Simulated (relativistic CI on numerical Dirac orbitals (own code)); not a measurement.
Hyperfine structure of Se XXI, mass number 79

Method of calculation: Dirac-Coulomb-Breit CI, KLI orbitals optimised for each configuration, QED by a radiative potential, unscaled Slater integrals (own radial code, finite nucleus).

Configuration list (outside the closed core [Ne]): 3s2 3p2, 3s 3p3, 3s2 3p 3d, 3p4, 3s 3p2 3d, 3p3 3d, 3s 3p 3d2, 3s2 3d 4p, 3p3 4s, 3s2 3p 4s, 3s 3p 3d 4s, 3p3 4p, 3s2 3p 4p, 3s2 3d2, 3s 3d3, 3p2 3d2, 3p 3d3, 3p 3d2 4s, 3p 3d2 4p, 3s2 3d 4s, 3s 3d2 4s. Double excitations out of closed p, d and f shells are left out; levels of such configurations are missing from the list, as are those of other unlisted configurations, and high levels can miss mixing partners.

Nuclear spin I = 7/2, μ = -1.018 μN, Q = 0.8 b (tables of Stone and Pyykkö). The electronic factors are computed for point nuclear moments, without core polarisation or the Bohr-Weisskopf and QED corrections.

```
       Level   E (eV)  A (MHz)  B (MHz)
3s2 3p2 3P_1   5.9896      263     9740
3s2 3p2 3P_2   8.9345    -7259     -939
3s2 3p2 1D_2  17.8122    -4912    20300
3s 3p3 5S°_2  49.6725   -18140     1190
3s 3p3 3D°_1  62.7749     9005    13500
3s 3p3 3D°_2  63.2635   -11870    21800
3s 3p3 3D°_3  65.6429   -16190    -2250
3s 3p3 3P°_1  73.7040   -20010   -14300
```

Levels with J = 0, under 50 % of one LS term, or S terms without an open s electron are left out. Small factors come from cancelling terms and can be off by tens of per cent or more.

At this charge energies of transitions that change n are usually good to better than 1 %, and those within a shell (Δn = 0) to a few per cent.

(1) Give the hyperfine levels of 3s2 3p2 3P_2 relative to its centre of gravity.

## Answers

(1) With K = F(F + 1) − I(I + 1) − J(J + 1), E = AK/2 + B[¾K(K + 1) − I(I + 1)J(J + 1)]/[2I(2I − 1)J(2J − 1)]: F = 3/2: 64830, F = 5/2: 47100, F = 7/2: 22040, F = 9/2: -10570, F = 11/2: -51050 MHz.

LS names give the leading component of a level, which can be under half, so a name can repeat, a term be missing and a line seem to break the LS rules.
